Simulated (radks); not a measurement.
Excited configurations of Fe25+: one electron is placed in a higher orbital outside the bare nucleus. The ground configuration is 1s1. Method: scalar-relativistic Kohn-Sham, PBE, spin-polarised, spherical densities, point nucleus; open shells are filled with parallel spins first; computed with a radial shooting solver on a logarithmic mesh with Libxc functionals. Excitation = E - E(ground); binding = E(ion) - E, where the ion is the core of charge +26; n* = 26/sqrt(2 binding) in atomic units.

outer orbital	excitation (eV)	binding (eV)	eigenvalue (eV)	<r> (bohr)
2s	6947.0	2330.5	-2292.7	0.2275
3s	8242.4	1035.1	-1018.9	0.5126
3p	8247.5	1030.0	-1012.3	0.4768
3d	8253.8	1023.7	-1001.8	0.4026
4s	8695.5	582.01	-573.16	0.9125
4d	8699.5	578.00	-567.61	0.8036
6d	9019.8	257.67	-253.65	1.949
6f	9020.2	257.33	-252.98	1.836
7d	9088.0	189.48	-186.64	2.693

The Delta-SCF ionisation energy is 9277.5 eV (NIST Atomic Spectra Database: 9277.7 eV, theoretical). Self-interaction in the functional shifts the binding energies and quantum defects, so they are the method's values and not measured ones.
